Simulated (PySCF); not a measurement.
C2H8ClNSi, SMILES CC[SiH](N)Cl.

The structure is a stationary point at B3LYP-D3(BJ)/def2-SVP. The values are those of a single conformer.

Two levels are set side by side: PBE/def2-TZVP (PySCF) and r2SCAN/def2-TZVP (PySCF). Same geometry, gas phase. Differences are taken from unrounded values.

```json
[
 {"quantity": "orbital gap (eV)", "r2SCAN": "7.17"},
 {"quantity": "highest occupied level (eV)", "r2SCAN": "-6.70"},
 {"quantity": "lowest empty level (eV)", "r2SCAN": "0.47"},
 {"quantity": "dipole moment (D)", "r2SCAN": "2.04"},
 {"quantity": "mean polarisability (bohr³)", "r2SCAN": "69.5"}
]
```

Problem. What does PBE give, and how far is it from r2SCAN? (The exact figures need the calculation; the answer reports its results.)

Solution. 
```csv
quantity,PBE,PBE minus r2SCAN
orbital gap (eV),6.23,-0.94
highest occupied level (eV),-6.38,0.32
lowest empty level (eV),-0.16,-0.62
dipole moment (D),2.01,-0.03
mean polarisability (bohr³),71.6,2.1
```

Rough cost on one machine, each run with all the roots and properties that it gave: r2SCAN against PBE about 3 times.
